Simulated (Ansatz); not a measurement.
A set of 12 reactions (bond dissociation), with CCSD(T)/CBS values in kJ/mol:

| reaction | ΔE |
| --- | --- |
| `SBS` → `[BH]S`• + `[SH]`• | 461.5 |
| `N[SiH2][SnH3]` → `N[SiH2]`• + `[SnH3]`• | 290.9 |
| `[SH][GaH2]` → `[GaH2]`• + `[SH]`• | 399.9 |
| `FC(F)Cl` → `F[CH]F`• + Cl• | 372.7 |
| `C[O][SnH2][F]` → H• + `C[O][SnH][F]`• | 329.7 |
| `C[SiH2][SiH](N)O` → `C[SiH2]`• + `N[SiH]O`• | 341.7 |
| `BN[SiH3]` → H• + `B[N][SiH3]`• | 473.5 |
| `[CH3][Ge]([OH])([OH])[F]` → F• + `[CH3][Ge]([OH])[OH]`• | 583.3 |
| `F[Si](F)(Cl)N[SiH2]Cl` → `[NH][SiH2]Cl`• + `F[Si](F)Cl`• | 539.5 |
| `BrC(Br)I` → Br• + `Br[CH]I`• | 281.6 |
| `CO[SiH](O)O[SiH2]O` → `C[O]`• + `O[SiH]O[SiH2]O`• | 545.8 |
| `O[Si](O)(F)[SiH3]` → H• + `O[Si](O)(F)[SiH2]`• | 394.2 |

Calculated with Ansatz (gas phase, PBE0-D4/def2-TZVP geometries, no zero-point term in ΔE). CCSD(T)/CBS adds triple-zeta CCSD(T) − MP2 to the extrapolated MP2 energy (def2 sets, frozen cores). This one scheme is used for every species, atoms too. DFT in def2-TZVPP. B3LYP here is the variant with VWN-RPA as its local correlation; programs differ in this. Open shells (•) are unrestricted, without spin–orbit coupling. Spin–orbit coupling would lower the free atoms: a little for Cl, F; clearly for Br. def2 core potentials past Kr. Bonds to Br, Ga, Ge, I, Sn are less sure, by a few kJ/mol each and by 10 to 20 or more in all where they break to atoms, as the def2 sets lack core-valence functions. Scalar relativity is left out up to krypton. Each species was taken in one conformer, which may not be the lowest.

Problem. Give the mean, mean absolute and largest difference (level minus CCSD(T)/CBS, kJ/mol) for: PBE-D4, B3LYP-D4, ωB97X-V, B2PLYP, r2SCAN, PBE0, HF/def2-TZVPP, MP2/def2-TZVPP, CCSD/def2-TZVPP, HF/def2-QZVPP, MP2/def2-QZVPP, SCS-MP2/def2-QZVPP, HF/CBS(def2), MP2/CBS(def2). (An estimate is asked.)

Solution. Ansatz gave: 
| level | mean | mean absolute | largest |
| --- | --- | --- | --- |
| PBE-D4 | -24.0 | 24.7 | -52.5 |
| B3LYP-D4 | -26.6 | 26.6 | -41.8 |
| ωB97X-V | -7.9 | 8.8 | -21.1 |
| B2PLYP | -22.3 | 22.3 | -29.6 |
| r2SCAN | -31.0 | 31.0 | -50.7 |
| PBE0 | -27.5 | 27.5 | -50.6 |
| HF/def2-TZVPP | -121.5 | 121.5 | -160.5 |
| MP2/def2-TZVPP | 3.2 | 12.0 | 21.0 |
| CCSD/def2-TZVPP | -20.4 | 20.4 | -36.6 |
| HF/def2-QZVPP | -122.0 | 122.0 | -161.7 |
| MP2/def2-QZVPP | 10.4 | 15.3 | 29.1 |
| SCS-MP2/def2-QZVPP | 6.4 | 7.3 | 18.5 |
| HF/CBS(def2) | -122.1 | 122.1 | -161.8 |
| MP2/CBS(def2) | 16.1 | 19.3 | 36.4 |

The largest T1 diagnostic in the set is 0.026, for `B[N][SiH3]`• (customary mark 0.045).

CCSD(T)/CBS is a level of theory with its own doubt, and the functionals carry their triple-zeta basis error, so these figures describe this set and don't rank the functionals.
